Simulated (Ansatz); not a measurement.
H4Si2 (SMILES [SiH][SiH3]) moved off its minimum; all values from Ansatz (a program for electronic structure), cores frozen in correlated methods.
(charge 0, multiplicity 1)
```xyz
6

Si    -0.00589     1.11236     0.89993
H     -0.51598     2.03238    -0.32860
Si     0.02657    -0.98619    -0.65049
H      0.96566    -0.66710    -1.64330
H     -1.30304    -1.01993    -1.16215
H      0.46518    -2.22095     0.02777
```

Forces at HF/def2-TZVPP (eV/Å):

```csv
atom,Fx,Fy,Fz
Si1,-0.362,-0.261,-1.609
H2,0.442,-0.839,1.004
Si3,0.096,1.394,2.505
H4,1.018,0.217,-1.352
H5,-0.979,-0.427,-0.524
H6,-0.216,-0.085,-0.024
```

Question: Give the forces (eV/Å), the total energy and the dipole at CCSD(T)/aug-cc-pV(T+d)Z.

Answer: 
| atom | Fx | Fy | Fz |
|---|---|---|---|
| Si1 | -0.280 | -0.346 | -1.365 |
| H2 | 0.367 | -0.754 | 0.785 |
| Si3 | 0.061 | 1.325 | 2.428 |
| H4 | 1.068 | 0.277 | -1.365 |
| H5 | -1.062 | -0.354 | -0.530 |
| H6 | -0.154 | -0.148 | 0.048 |
Energy -580.4253 hartree, dipole 0.20 D.

Doubts at one or more of the structures used: a restricted determinant that unrestricted orbitals would lower (CCSD(T)/aug-cc-pV(T+d)Z).
